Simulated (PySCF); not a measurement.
Molecule: Methylcyanodiacetylene (CC#CC#CC#N, C6H3N).

Numbering as in the mapped SMILES `[CH3:1][C:2]#[C:3][C:4]#[C:5][C:6]#[N:7]` (H(Xn): hydrogen on atom n).

Spin–spin couplings on one PBE0-D3(BJ)/def2-SVP geometry, PySCF 2.14.0 with density-fitted response routines, gas phase, non-relativistic, equivalent pairs averaged (spin–dipole term only in couplings to heteroatoms); isotopes ¹³C, ¹H, ¹⁵N; functional B3LYP.

How do the couplings (Hz) change with the basis set? Times are CPU seconds on shared hosts with different chips, so compare them loosely. Far from the basis limit: 6-31G-J, pcJ-0, 6-31G*, def2-TZVP, cc-pVTZ.

## Answers


```
basis set  functions  ¹J(C4,C5)  ¹J(C2,C3)  ¹J(C3,C4)  ¹J(C5,C6)  ¹J(C1,H(C1))  ¹J(C1,C2)  ¹J(C6,N7)  core-s
  6-31G-J         96      245.8      218.4      188.2      181.9         144.8       78.2      -12.5       8
    pcJ-0        100      202.5      181.6      155.9      145.2         121.4       59.8        2.1     7.7
   6-31G*        104      224.4      199.9      170.9      163.8         154.7       77.2      -24.0      10
    pcJ-1        219      243.2      218.0      183.3      179.0         140.8       77.1      -22.2      15
def2-TZVP        235      245.0      217.3      186.8      181.5         132.8       75.2      -18.4      31
  cc-pVTZ        252      290.9      278.9      196.1      166.8         123.3       63.0      -36.6      34
```

The Fermi-contact term samples the wavefunction at the nucleus, which is why sets with added tight s functions (names with J) are made for couplings.
